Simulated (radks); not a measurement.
Removal energies from the germanium ion Ge+, [Ar] 3d10 4s2 4p1, by Delta-SCF beside the eigenvalue of the level emptied. All-electron calculation, non-relativistic Kohn-Sham, PBE, spin-polarised, spherical densities, point nucleus. Program: a radial shooting solver on a logarithmic mesh with Libxc functionals. Open shells are filled with parallel spins first.

4p: final configuration [Ar] 3d10 4s2; Delta-SCF (eV) 15.695; -eigenvalue (eV) 11.693
4s: final configuration [Ar] 3d10 4s1 4p1; Delta-SCF (eV) 23.540; -eigenvalue (eV) 18.934
3d: final configuration [Ar] 3d9 4s2 4p1; Delta-SCF (eV) 49.354; -eigenvalue (eV) 39.042
3p: final configuration [Ne] 3s2 3p5 3d10 4s2 4p1; Delta-SCF (eV) 134.23; -eigenvalue (eV) 123.30
